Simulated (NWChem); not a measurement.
Species: C2H8Si; SMILES C[SiH2]C

Computed with NWChem. Medium grid unless said otherwise, to which SCAN and Minnesota functionals are sensitive. All runs use the structure optimised with PBE0/def2-SVP. Hybrids' shares of exact exchange are those that their runs print; pure functionals count as 0. The functionals differ in more than this share.

```csv
row,share of exact exchange,orbital gap (eV)
"LDA (Slater exchange, VWN5)/def2-TZVPD",0.00,7.21
PBE/def2-TZVPD,0.00,7.19
B3LYP/def2-TZVPD,0.20,8.64
PBE0/def2-TZVPD,0.25,9.12
M06-2X/def2-TZVPD,0.54,10.45
Hartree-Fock/def2-TZVPD,1.00,withheld
```

Problem. Fit a straight line of the last column on the one before it, predict the withheld value, and compare with the run.

Solution. 
1. Means of the 5 shown rows: x = 0.198, y = 8.522. Slope Σ(x − x̄)(y − ȳ)/Σ(x − x̄)² = 1.214/0.1981 = 6.130; intercept 7.308.
2. The shown rows scatter about the line by 0.168 (root mean square); the largest residual is +0.28, at PBE0/def2-TZVPD.
3. At x = 1.00 (Hartree-Fock/def2-TZVPD; beyond the shown range) the line gives 13.44.
4. The run gives 13.99, +0.55 from the line, 3.3 times the scatter.
